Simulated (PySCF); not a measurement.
Stepwise substitution at one centre (Al Br-SiH3). Isolated molecules, 0 K electronic values unless said otherwise. Strings in code marks are SMILES.

The S1–T1 gap (TDA) from two functionals at the same geometries (B3LYP-D3(BJ)/def2-TZVP), both in PySCF: PBE-D3(BJ)/def2-TZVP and B3LYP-D3(BJ)/def2-TZVP. B3LYP has the VWN-RPA correlation part, as in Gaussian. Excitations are Tamm–Dancoff values on a coarser integration grid. The basis has no diffuse functions, so Rydberg states are missing or too high.

```tsv
species	PBE-D3(BJ)/def2-TZVP (eV)	B3LYP-D3(BJ)/def2-TZVP (eV)
0 of 3 Br replaced by SiH3	0.24	0.27
1 of 3 Br replaced by SiH3 (`[SiH3][Al]([Br])[Br]`)	0.62	0.69
2 of 3 Br replaced by SiH3 (`[SiH3][Al]([SiH3])[Br]`)	0.49	0.51
3 of 3 Br replaced by SiH3 (`[SiH3][Al]([SiH3])[SiH3]`)	0.50	0.50
```

Over these rows, drawn at random from the members with no instability flagged (it was tested for open shells, ions and some series alone), PBE minus B3LYP-D3(BJ): mean -0.03 eV, from -0.06 eV to 0.00 eV.
